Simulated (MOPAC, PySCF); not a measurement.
C$_{2}$H$_{6}$OSi, SMILES `CC(=O)[SiH3]`, neutral singlet in the gas phase. 

Cartesian coordinates (Å):
SMILES: CC(=O)[SiH3]
```xyz
10

C     -1.4198    -0.4334    -0.0987
C     -0.3123     0.3581     0.5554
O     -0.5090     1.0479     1.5327
Si     1.4890     0.2388    -0.1546
H     -2.3491    -0.3240     0.4596
H     -1.5588    -0.0880    -1.1273
H     -1.1385    -1.4891    -0.1580
H      1.4668     0.0762    -1.6289
H      2.2285     1.4582     0.2263
H      2.1253    -0.9607     0.4403
```
Charge 0, spin multiplicity 1.

All levels are single points at this geometry (B3LYP-D3(BJ)/def2-TZVP); Pople sets use spherical d functions. Orbital energies aren't observables, and empty levels follow the basis.

BP86/6-31G* in PySCF gives HOMO (eV) = -5.28.

Problem. Estimate the HOMO (eV) from each of these levels: TPSSh-D3(BJ)/def2-TZVP in PySCF; M06-2X/6-31G* in PySCF; PBE/6-31G* in PySCF; SVWN5/6-31G* in PySCF; PM3 in MOPAC.

Solution. 
```json
[
 {"level": "TPSSh-D3(BJ)/def2-TZVP in PySCF", "HOMO (eV)": "-6.13"},
 {"level": "M06-2X/6-31G* in PySCF", "HOMO (eV)": "-8.11"},
 {"level": "PBE/6-31G* in PySCF", "HOMO (eV)": "-5.16"},
 {"level": "SVWN5/6-31G* in PySCF", "HOMO (eV)": "-5.28"},
 {"level": "PM3 in MOPAC", "HOMO (eV)": "-9.59"}
]
```
